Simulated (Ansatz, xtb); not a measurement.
# A geometry optimisation of ClFGeH3Sn with r2SCAN-D4/def2-SVP

The starting geometry of this gas-phase doublet was built from a drawn formula by distance geometry and a force field; its bonds are those of `[F][GeH][SnH2][Cl]`.

```yaml
atoms:
  - { symbol: Cl, position_ang: [0.5904, -2.1768, 0.6138] }
  - { symbol: F, position_ang: [-0.4341, -2.3607, -3.6731] }
  - { symbol: Ge, position_ang: [-0.3679, -0.6768, -3.0294] }
  - { symbol: Sn, position_ang: [-0.9318, -0.7232, -0.4616] }
  - { symbol: H, position_ang: [1.0442, -0.1165, -3.1965] }
  - { symbol: H, position_ang: [-0.8452, 0.8484, 0.2217] }
  - { symbol: H, position_ang: [-2.5632, -1.4093, -0.2621] }
```

Task: Predict what it relaxes into with r2SCAN-D4/def2-SVP.

Result: It keeps its bonds, and is `[F][GeH][SnH2][Cl]`.

The energy falls by 0.13 eV over 16 steps:

| step | E − E(last) (eV) |
| --- | --- |
| 1 | 0.132 |
| 3 | 0.048 |
| 4 | 0.037 |
| 6 | 0.006 |
| 8 | 0.003 |
| 9 | 0.001 |
| 11 | 0.000 |
| 13 | 0.000 |
| 14 | 0.000 |
| 16 | 0.000 |

Final geometry (Å):

```xyz
7

Cl    0.6991   -1.9312    0.6877
F    -0.7624   -2.0713   -3.7292
Ge   -0.2560   -0.5486   -3.0148
Sn   -0.9813   -0.7256   -0.4809
H     1.2859   -0.5245   -3.2351
H    -1.0618    0.8041    0.2876
H    -2.4310   -1.6180   -0.3026
```

From the same start GFN2-xTB ends elsewhere, differing in Cl1–Ge3 (2.32 against 4.07 Å here).

The end wasn't checked by frequencies. Open shells are spin-unrestricted. Atoms past krypton carry core potentials, without spin–orbit terms. Run with Ansatz 0.2.0, 3.1 min on 2 threads of Arm Neoverse V2 (shared host).
